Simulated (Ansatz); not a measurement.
C2H3Ga⁺, that is GaH2(CCH) with one electron fewer. The state is a doublet with charge 1. Geometry PBE-D4/def2-TZVP, that of the neutral singlet.

```xyz
6

Ga    0.3509    0.8803   -0.8921
H     1.5715    1.8096   -0.5661
H    -0.4715    0.9462   -2.2259
C    -0.1689   -0.4193    0.4246
C    -0.4967   -1.2454    1.2620
H    -0.7852   -1.9714    1.9976
```

Problem. Estimate the α-spin orbital energies around the gap (eV) in Ansatz with PBE-D4/def2-TZVP, r2SCAN-D4/def2-TZVP, PBE0-D4/def2-TZVP.

Solution. 
```json
{"orbital": "HOMO−5", "PBE-D4/def2-TZVP": "-19.85", "r2SCAN-D4/def2-TZVP": "-20.66", "PBE0-D4/def2-TZVP": "-22.07"}
{"orbital": "HOMO−4", "PBE-D4/def2-TZVP": "-18.20", "r2SCAN-D4/def2-TZVP": "-18.59", "PBE0-D4/def2-TZVP": "-19.85"}
{"orbital": "HOMO−3", "PBE-D4/def2-TZVP": "-15.05", "r2SCAN-D4/def2-TZVP": "-15.41", "PBE0-D4/def2-TZVP": "-16.40"}
{"orbital": "HOMO−2", "PBE-D4/def2-TZVP": "-14.68", "r2SCAN-D4/def2-TZVP": "-15.21", "PBE0-D4/def2-TZVP": "-16.32"}
{"orbital": "HOMO−1", "PBE-D4/def2-TZVP": "-13.83", "r2SCAN-D4/def2-TZVP": "-14.26", "PBE0-D4/def2-TZVP": "-15.45"}
{"orbital": "HOMO", "PBE-D4/def2-TZVP": "-13.83", "r2SCAN-D4/def2-TZVP": "-14.16", "PBE0-D4/def2-TZVP": "-14.98"}
{"orbital": "LUMO", "PBE-D4/def2-TZVP": "-8.57", "r2SCAN-D4/def2-TZVP": "-8.28", "PBE0-D4/def2-TZVP": "-7.65"}
{"orbital": "LUMO+1", "PBE-D4/def2-TZVP": "-7.21", "r2SCAN-D4/def2-TZVP": "-7.21", "PBE0-D4/def2-TZVP": "-6.44"}
{"orbital": "LUMO+2", "PBE-D4/def2-TZVP": "-5.78", "r2SCAN-D4/def2-TZVP": "-5.31", "PBE0-D4/def2-TZVP": "-4.70"}
{"orbital": "LUMO+3", "PBE-D4/def2-TZVP": "-5.67", "r2SCAN-D4/def2-TZVP": "-5.28", "PBE0-D4/def2-TZVP": "-4.54"}
{"orbital": "LUMO+4", "PBE-D4/def2-TZVP": "-4.28", "r2SCAN-D4/def2-TZVP": "-3.59", "PBE0-D4/def2-TZVP": "-3.38"}
{"orbital": "LUMO+5", "PBE-D4/def2-TZVP": "-3.11", "r2SCAN-D4/def2-TZVP": "-2.21", "PBE0-D4/def2-TZVP": "-2.39"}
{"orbital": "β HOMO", "PBE-D4/def2-TZVP": "-13.66", "r2SCAN-D4/def2-TZVP": "-13.90", "PBE0-D4/def2-TZVP": "-14.50"}
{"orbital": "β LUMO", "PBE-D4/def2-TZVP": "-12.87", "r2SCAN-D4/def2-TZVP": "-12.75", "PBE0-D4/def2-TZVP": "-12.19"}
```
